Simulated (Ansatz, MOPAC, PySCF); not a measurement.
Complex: HCl (SMILES Cl) (first 2 atoms) with CH6Si (SMILES C[SiH3]); geometry from B3LYP-D3(BJ)/def2-TZVP, rigid monomers moved along the line of their centres of mass till H2···H9 is 2.15 Å.
(charge 0, multiplicity 1):
```xyz
10

Cl     0.04392    -0.22379    -0.15162
H     -0.36988    -0.71967     0.96292
C      0.81751     0.83194     3.73968
Si    -0.43562    -0.47973     4.20052
H      1.14104     1.38059     4.62609
H      0.39381     1.54627     3.03230
H      1.69832     0.38466     3.27635
H      0.13579    -1.46876     5.14395
H     -0.86767    -1.22928     2.98632
H     -1.65017     0.11767     4.80258
```

Interaction energies are E(AB) − E(A) − E(B) at the monomers' geometry in the complex; basis-set methods are counterpoise corrected. Rows marked so take none.

Frozen-core correlation. Rows in 6-311+G** carry no dispersion term and start afresh at each structure. The state reached by PM6 isn't checked.

The values were computed with Ansatz (Gaussian orbitals); MOPAC for PM6 (differences of heats of formation); PySCF for 6-311+G** rows. 

Estimate the interaction energy that PM6 returns for this input.

-47 meV

What interaction energy does MP2/aug-cc-pV(D+d)Z give?

-69 meV

Predict the interaction energy from B3LYP/6-311+G** (no counterpoise).

-39 meV

Ansatz is a first-principles code.
